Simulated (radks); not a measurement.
Results of a calculation; reference values are marked as such.
All-electron atom: Hg in [Xe] 4f14 5d8 6s2 6p2 (not the ground configuration).

Code: a radial shooting solver on a logarithmic mesh with Libxc functionals. Model: Dirac Kohn-Sham, PBEsol, spin-unpolarised, spherical densities, finite nucleus; open shells fill j = l - 1/2 first; Fermi nuclear charge, rms radius 5.4648 fm.

Energy parts (eV):
part                       energy
total                  -534737.17
kinetic                 616413.93
electron-nucleus      -1348125.30
Hartree                 206979.53
exchange-correlation    -10005.33

Orbitals (lengths in bohr, moments of r in powers of bohr; r(max) is where P^2 peaks; r(90%) holds 90 % of the orbital's charge):
[
 {"orbital": "1s1/2", "occ.": "2", "eigenvalue (eV)": "-82976.89", "<r>": "0.01660", "r(max)": "0.01023", "r(90%)": "0.0304"},
 {"orbital": "2s1/2", "occ.": "2", "eigenvalue (eV)": "-14703.94", "<r>": "0.06928", "r(max)": "0.05939", "r(90%)": "0.109"},
 {"orbital": "2p1/2", "occ.": "2", "eigenvalue (eV)": "-14113.99", "<r>": "0.05693", "r(max)": "0.04362", "r(90%)": "0.0950"},
 {"orbital": "2p3/2", "occ.": "4", "eigenvalue (eV)": "-12167.52", "<r>": "0.06560", "r(max)": "0.05111", "r(90%)": "0.107"},
 {"orbital": "3s1/2", "occ.": "2", "eigenvalue (eV)": "-3496.358", "<r>": "0.1802", "r(max)": "0.1671", "r(90%)": "0.265"},
 {"orbital": "3p1/2", "occ.": "2", "eigenvalue (eV)": "-3229.375", "<r>": "0.1705", "r(max)": "0.1558", "r(90%)": "0.257"},
 {"orbital": "3p3/2", "occ.": "4", "eigenvalue (eV)": "-2798.273", "<r>": "0.1864", "r(max)": "0.1710", "r(90%)": "0.279"},
 {"orbital": "3d3/2", "occ.": "4", "eigenvalue (eV)": "-2354.051", "<r>": "0.1621", "r(max)": "0.1330", "r(90%)": "0.252"},
 {"orbital": "3d5/2", "occ.": "6", "eigenvalue (eV)": "-2261.637", "<r>": "0.1670", "r(max)": "0.1372", "r(90%)": "0.259"},
 {"orbital": "4s1/2", "occ.": "2", "eigenvalue (eV)": "-776.0210", "<r>": "0.3993", "r(max)": "0.3763", "r(90%)": "0.573"},
 {"orbital": "4p1/2", "occ.": "2", "eigenvalue (eV)": "-661.3763", "<r>": "0.4012", "r(max)": "0.3742", "r(90%)": "0.583"},
 {"orbital": "4p3/2", "occ.": "4", "eigenvalue (eV)": "-557.1800", "<r>": "0.4355", "r(max)": "0.4054", "r(90%)": "0.632"},
 {"orbital": "4d3/2", "occ.": "4", "eigenvalue (eV)": "-369.2768", "<r>": "0.4425", "r(max)": "0.3976", "r(90%)": "0.660"},
 {"orbital": "4d5/2", "occ.": "6", "eigenvalue (eV)": "-349.8467", "<r>": "0.4537", "r(max)": "0.4072", "r(90%)": "0.677"},
 {"orbital": "5s1/2", "occ.": "2", "eigenvalue (eV)": "-127.3703", "<r>": "0.8989", "r(max)": "0.8276", "r(90%)": "1.28"},
 {"orbital": "4f5/2", "occ.": "6", "eigenvalue (eV)": "-107.9265", "<r>": "0.4789", "r(max)": "0.3641", "r(90%)": "0.766"},
 {"orbital": "4f7/2", "occ.": "8", "eigenvalue (eV)": "-103.7295", "<r>": "0.4856", "r(max)": "0.3686", "r(90%)": "0.777"},
 {"orbital": "5p1/2", "occ.": "2", "eigenvalue (eV)": "-89.2521", "<r>": "0.9653", "r(max)": "0.8712", "r(90%)": "1.39"},
 {"orbital": "5p3/2", "occ.": "4", "eigenvalue (eV)": "-70.5915", "<r>": "1.058", "r(max)": "0.9490", "r(90%)": "1.53"},
 {"orbital": "5d3/2", "occ.": "4", "eigenvalue (eV)": "-18.6056", "<r>": "1.375", "r(max)": "1.123", "r(90%)": "2.10"},
 {"orbital": "5d5/2", "occ.": "4", "eigenvalue (eV)": "-16.5349", "<r>": "1.427", "r(max)": "1.157", "r(90%)": "2.18"},
 {"orbital": "6s1/2", "occ.": "2", "eigenvalue (eV)": "-10.6466", "<r>": "2.442", "r(max)": "2.079", "r(90%)": "3.60"},
 {"orbital": "6p1/2", "occ.": "2", "eigenvalue (eV)": "-3.9364", "<r>": "3.189", "r(max)": "2.547", "r(90%)": "4.87"},
 {"orbital": "6p3/2", "occ.": "0", "eigenvalue (eV)": "-2.6863", "<r>": "3.689", "r(max)": "2.905", "r(90%)": "5.69"}
]

The highest occupied level is 6p1/2 at -3.936 eV. The density falls to 0.001 e/bohr^3 at r = 4.72 bohr. Summed over all electrons, <r^2> = 73.15 bohr^2, which gives a Langevin (diamagnetic) susceptibility term of -57.9 x 10^-6 cm^3/mol.
